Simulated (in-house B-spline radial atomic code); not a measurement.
# How G0W0 and RPA depend on the start: Rb XX (Rb19+)

Configuration [Ne] 3s2 3p6. Computed with a B-spline radial code for spherical atoms: all electrons, non-relativistic, point nucleus, each spin shell either full or empty, empty states to l = 9 with an (l + 1/2)⁻⁴ tail; G0W0 by contour deformation at full frequency.

Without relativity these are model numbers: it shifts the levels of so heavy an element strongly and can reorder them.

| start | mean-field 3p (eV) | G0W0 (eV) | QP weight | RPA correlation (Eh) |
| --- | --- | --- | --- | --- |
| Hartree-Fock | -856.76 | ? | ? | ? |
| PBE | -832.88 | ? | ? | ? |
| LDA exchange-only | -829.81 | -857.31 | 0.972 | -1.4471 |
| SCAN | -835.18 | -857.36 | 0.974 | -1.4234 |
| LDA VWN5 | -832.40 | -857.30 | 0.972 | -1.4475 |

(1) What G0W0 level, weight and RPA correlation energy follow from the PBE start?

(2) What G0W0 level, weight and RPA correlation energy follow from the Hartree-Fock start?

(3) How much of the dependence on the start does G0W0 remove?

## Answers

(1) G0W0 level -857.21 eV, weight 0.972, RPA correlation -1.4447 hartree.

(2) G0W0 level -857.72 eV, weight 0.984, RPA correlation -1.296 hartree.

(3) The mean-field levels span 27 eV and the G0W0 levels 0.518 eV. Against 857 ± 3 eV (NIST, semi-empirical) the G0W0 removal energies are off by +0.21 to +0.72 eV, with relativity, Breit and QED terms left out.
